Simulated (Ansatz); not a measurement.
Input file for H5PSeSi, SMILES `P[SiH2][SeH]`:

```yaml
crystal:
  periodic: [false, false, false]
  atoms:
    - {symbol: P, position_ang: [-0.710643, 1.159703, -1.390381]}
    - {symbol: Si, position_ang: [0.664185, 0.105495, 0.040817]}
    - {symbol: Se, position_ang: [-0.522610, -1.391112, 1.289936]}
    - {symbol: H, position_ang: [-1.333496, -0.044310, -1.815551]}
    - {symbol: H, position_ang: [-1.688828, 1.422256, -0.394077]}
    - {symbol: H, position_ang: [1.308575, 1.122520, 0.910943]}
    - {symbol: H, position_ang: [1.720725, -0.585230, -0.742306]}
    - {symbol: H, position_ang: [0.654289, -1.846321, 2.044917]}
basis:
  gaussian: {orbitals: def2-SVP}
correlation: {method: ccsd_t}
```

```sh
$ ansatz run in.yaml --threads 2 --pin off --events-out ev --progress --plain --max-ram 4352MiB
```

Log, shortened:

```
Functional definition: HF
894 factors; integrals over basis functions are off by at most 1.2e-3 eV
mean field evaluation 1: about -82502.4786 eV, gradient 1.5e1 eV
mean field evaluation 2: about -82502.4903 eV, gradient 1.5e1 eV
mean field evaluation 4: about -82503.6766 eV, gradient 2.1e0 eV
mean field evaluation 8: about -82503.6964 eV, gradient 1.3e-1 eV
mean field evaluation 16: about -82503.6814 eV, gradient 4.4e-1 eV
mean field -82503.69656128 eV, -3031.9549256129 hartree, gradient 4.9e-6 eV, S^2 0.000000; 0 other end points of the search recorded, 0 dependent functions left out
19 core orbitals not correlated: weight in the atoms' cores, before any rotation towards them, 1.000 or more for the frozen orbitals, at most 0.000 for the correlated occupied ones
reference -82503.69656128 eV, -3031.9549256129 hartree; 15, 15 occupied and 59, 59 virtual orbitals, 894 factors
second order -12.54766429 eV of doubles, -0.00000000 eV of singles
cycle   1  -13.30516648 eV  change   -7.6e-1 eV  update   8.5e-2
cycle   2  -13.75811901 eV  change   -4.5e-1 eV  update   2.7e-2
cycle   3  -13.78402649 eV  change   -2.6e-2 eV  update   8.8e-3
cycle   4  -13.78169292 eV  change    2.3e-3 eV  update   2.5e-3
cycle   5  -13.78188721 eV  change   -1.9e-4 eV  update   8.1e-4
cycle   6  -13.78126670 eV  change    6.2e-4 eV  update   2.7e-4
cycle   7  -13.78122844 eV  change    3.8e-5 eV  update   8.9e-5
cycle   8  -13.78127884 eV  change   -5.0e-5 eV  update   2.8e-5
cycle   9  -13.78127440 eV  change    4.4e-6 eV  update   8.7e-6
perturbative correction -0.38280300 eV, -0.0140677508 hartree
Total energy: -82517.86063868 eV, -3032.4754458566 hartree
```

Run time 4.1 s (2 threads of an Arm Neoverse V1 on a shared host); peak host memory 0.28 GiB.

MP2 recovers 88.6 % of the CCSD(T) correlation energy and the triples give 2.7 %; T1 = 0.0094.
